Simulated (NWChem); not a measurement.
# CH$_{6}$AlNO$_{2}$; SMILES [OH][Al]([NH]C)[OH]

```xyz
11

Al     0.0096    -0.5266     0.0000
N      0.7219     1.1011     0.0000
C      0.0050     2.3734     0.0000
H      1.7269     1.2311     0.0000
H      0.2339     2.9806    -0.8887
H      0.2339     2.9806     0.8887
H     -1.0731     2.1869     0.0000
O     -1.6977    -0.6508     0.0000
H     -2.0997    -1.5278     0.0000
O      0.9320    -1.9727     0.0000
H      1.8958    -1.9648     0.0000
```
Atoms are numbered in this order, from 1.

All runs: NWChem. Pople sets run with spherical d functions. Geometry: optimised at B3LYP/6-31G* (spherical d). Ions are spin-unrestricted doublets at the neutral geometry; other ion states weren't tried.

```csv
level,−ε(HOMO) (eV)
B3LYP/6-31+G*,6.48
PBE/6-31+G*,?
PBE0/6-31+G*,6.71
Hartree-Fock/6-31+G*,10.05
M06-2X/6-31+G*,8.06
```

Task: Complete the blanks.

Result: 
- PBE/6-31+G*, −ε(HOMO) (eV): 5.35
